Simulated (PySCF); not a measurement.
**Working out the ionisation energy of Be⁺**

Be⁺ [He] 2s1 (2S) → Be²⁺ 1s2 (1S). Computed with PySCF 2.14 in def2-TZVPPD (5s4p1d, 22 functions), with the non-relativistic Hamiltonian (point nucleus). Frozen: nothing. Energies in hartree (1 hartree = 27.21139 eV):

| part | Be⁺ (lower) | Be²⁺ (upper) |
| --- | --- | --- |
| UHF | -14.277050 | -13.611081 |
| MP2 opposite-spin | -0.027362 | -0.026706 |
| MP2 same-spin | -0.000593 | 0.000000 |

Q: What does Hartree-Fock give?

A: (-13.611081) − (-14.277050) = 0.665969 hartree = 18.122 eV.

Q: What do MP2 and SCS-MP2 (6/5 opposite-spin, 1/3 same-spin) give?

A: The opposite-spin parts differ by 0.018 eV and the same-spin parts by 0.016 eV. MP2: 18.122 + (0.018) + (0.016) = 18.156 eV. SCS-MP2: 18.122 + 1.2 × (0.018) + (0.016)/3 = 18.149 eV.

Measured between the centres of the two terms (NIST): 18.211 eV, so MP2 (valence and next inner shell) is off by -0.055 eV.

What remains against the reference includes basis incompleteness and correlation beyond second order.
